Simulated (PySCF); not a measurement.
## Working out the ionisation energy of W

W [Xe] 4f14 5d4 6s2 (5D) → W⁺ [Xe] 4f14 5d4 6s1 (6D). All numbers are calculated (PySCF 2.14, scalar relativity through the core potential, in aug-cc-pwCVDZ-PP with ECP60MDF). Frozen: 5s2 5p6. Energies in hartree (1 hartree = 27.21139 eV):

| part | W (lower) | W⁺ (upper) |
| --- | --- | --- |
| UHF | -66.677383 | -66.461010 |
| CCSD correlation | -0.106300 | -0.054057 |
| (T) | -0.005059 | -0.000611 |

**Question.** What does Hartree-Fock give?

**Answer.** (-66.461010) − (-66.677383) = 0.216373 hartree = 5.888 eV.

**Question.** What do CCSD and CCSD(T) give?

**Answer.** The CCSD correlation energies differ by 0.052243 hartree = 1.422 eV and the triples by 0.004448 hartree = 0.121 eV, so CCSD gives 7.310 eV and CCSD(T) 7.431 eV.

Measured between the centres of the two terms (NIST): 7.825 eV, so CCSD(T) (valence) is off by -0.394 eV.

A double-zeta basis recovers only part of the correlation energy.

What remains against the reference includes basis incompleteness, the frozen core and higher excitations.
